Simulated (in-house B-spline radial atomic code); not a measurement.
A fraction x of an electron is moved 3s → 3d in Ar, starting from [Ne] 3s2 3p6 and keeping the highest spin. Method: scalar-relativistic (X2C) SCAN, spin-polarised, spherical fractional occupations, Fermi nucleus of rms radius 3.4274 fm. Calculated with a B-spline radial code for spherical atoms.

```
    x  E(x) - E(0) (eV)  3s down level (eV)  3d up level (eV)
    0            0.0000             -25.433                 -
0.125            3.2523             -26.784            -0.164
 0.25                 ?                   ?                 ?
0.375           10.2003             -29.281            -0.348
  0.5           13.8840             -30.419            -0.426
0.625           17.6933             -31.412            -0.494
 0.75                 ?                   ?                 ?
0.875           25.5673             -32.449            -0.579
    1           29.5600                   -            -0.604
```

(1) What belongs in the row x = 0.25?

(2) What belongs in the row x = 0.75?

(3) Check Janak's theorem between x = 0.375 and 0.5.

Answers

(1) An energy change of 6.6538 eV; 3s down at -28.061 eV, 3d up at -0.263 eV.

(2) An energy change of 21.6009 eV; 3s down at -32.093 eV, 3d up at -0.544 eV.

(3) The slope of the energy is 29.47 eV; the orbital levels give 29.46 eV (ε of the receiving orbital less ε of the emptying one, averaged over the two points).
